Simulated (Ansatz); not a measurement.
Start from `CC(S)N[SiH3]` and change one atom or group to get `CC(O)N[SiH3]`.

Ansatz, PBE0-D4/def2-TZVP geometries, multiplicity 1. Each molecule was computed in one conformer, which needn't be the lowest.

| property | `CC(S)N[SiH3]` |
| --- | --- |
| size of the dipole moment (PBE/def2-TZVPP) / D | 1.21 |
| HOMO energy (PBE0/def2-TZVPP) / eV | -6.68 |
| HOMO–LUMO gap (ωB97M-V/def2-TZVPP) / eV | 10.70 |
| LUMO energy (PBE0/def2-TZVPP) / eV | 0.08 |
| LUMO energy (B3LYP/def2-TZVPP) / eV | -0.16 |
| HOMO energy (ωB97M-V/def2-TZVPP) / eV | -8.93 |

(1) What does the change do to each property? (An estimate is asked.)

Answers

(1) Computed: 
```csv
property,`CC(O)N[SiH3]`,shift
size of the dipole moment (PBE/def2-TZVPP) / D,0.61,-0.60
HOMO energy (PBE0/def2-TZVPP) / eV,-7.16,-0.48
HOMO–LUMO gap (ωB97M-V/def2-TZVPP) / eV,11.37,0.67
LUMO energy (PBE0/def2-TZVPP) / eV,0.29,0.21
LUMO energy (B3LYP/def2-TZVPP) / eV,0.04,0.20
HOMO energy (ωB97M-V/def2-TZVPP) / eV,-9.51,-0.58
```

With PBE0 the HOMO falls by 0.48 eV and the LUMO rises by 0.21 eV, so the gap widens by about 0.69 eV. PBE moves the HOMO by -0.32 eV and ωB97M-V by -0.58 eV. Dipoles are sizes alone; their direction can turn.

B3LYP here is the variant with VWN-RPA as its local correlation; programs differ in this.
